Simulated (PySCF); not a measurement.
Species: `c1(PCC=C)sccc1`. The columns A, B, C and D hold Mulliken, IAO, Hirshfeld and ESP-fitted charges (e) of one PBE0/pcSseg-1 density (PySCF), in a shuffled order. Coordinates in Å (GFN2-xTB); the density's dipole moment is (0.76, 0.02, 0.81) D.

| atom | x | y | z | A | B | C | D |
| --- | --- | --- | --- | --- | --- | --- | --- |
| C1 | -3.385 | 1.076 | 0.873 | -0.503 | -0.106 | -0.324 | -0.143 |
| C2 | -2.816 | -0.085 | 0.603 | -0.180 | -0.043 | -0.135 | -0.234 |
| C3 | -1.347 | -0.319 | 0.655 | +0.127 | -0.115 | -0.426 | -0.404 |
| P4 | -0.670 | -0.511 | -1.089 | -0.305 | +0.115 | +0.373 | +0.409 |
| C5 | 1.083 | -0.251 | -0.702 | -0.011 | -0.087 | -0.362 | -0.617 |
| C6 | 2.069 | -1.193 | -0.748 | +0.015 | -0.072 | -0.172 | +0.002 |
| C7 | 3.336 | -0.692 | -0.382 | -0.379 | -0.073 | -0.186 | -0.054 |
| C8 | 3.302 | 0.628 | -0.066 | -0.169 | -0.080 | -0.313 | -0.266 |
| S9 | 1.725 | 1.289 | -0.206 | +0.002 | +0.108 | +0.327 | +0.283 |
| H10 | -2.803 | 1.933 | 1.171 | +0.213 | +0.044 | +0.144 | +0.110 |
| H11 | -4.450 | 1.218 | 0.814 | +0.203 | +0.046 | +0.153 | +0.119 |
| H12 | -3.415 | -0.933 | 0.299 | +0.171 | +0.044 | +0.146 | +0.112 |
| H13 | -0.831 | 0.510 | 1.148 | +0.023 | +0.031 | +0.143 | +0.155 |
| H14 | -1.121 | -1.251 | 1.182 | +0.060 | +0.043 | +0.157 | +0.165 |
| H15 | -0.914 | 0.824 | -1.440 | +0.171 | -0.022 | -0.028 | +0.049 |
| H16 | 1.887 | -2.212 | -1.040 | +0.135 | +0.054 | +0.165 | +0.087 |
| H17 | 4.232 | -1.286 | -0.359 | +0.218 | +0.056 | +0.164 | +0.096 |
| H18 | 4.110 | 1.262 | 0.241 | +0.208 | +0.055 | +0.175 | +0.130 |

Which column most likely holds the ESP-fitted charges?

A. Σ q r misses the density's dipole by 0.06 D (A), 1.20 D (B), 2.08 D (C), 2.67 D (D). Charges fitted to the outside potential are the only set here that is tied to the molecule's multipoles.

And the Hirshfeld charges?

B. The mean sizes are 0.066 e (B), 0.172 e (A), 0.191 e (D), 0.216 e (C), and Hirshfeld charges are commonly the smallest of these schemes.

As computed, A = ESP-fitted, B = Hirshfeld, C = IAO, D = Mulliken. Hydrogens on carbon: ESP-fitted +0.02 to +0.22, Hirshfeld +0.03 to +0.06, IAO +0.14 to +0.17, Mulliken +0.09 to +0.17 e.

The Mulliken scheme counts on each atom the diagonal of the density matrix times the overlap matrix over that atom's basis functions. The IAO scheme counts the electrons in orthogonalised intrinsic atomic orbitals, a minimal basis polarised so that it spans the occupied orbitals exactly.

Isolated species at its GFN2-xTB geometry (one conformer only).

Conformer computed: `[CH2:1]=[CH:2][CH2:3][PH:4][c:5]1[cH:6][cH:7][cH:8][s:9]1`: C1–C2–C3–P4 -108°, C2–C3–P4–C5 163°, C3–P4–C5–C6 111°.
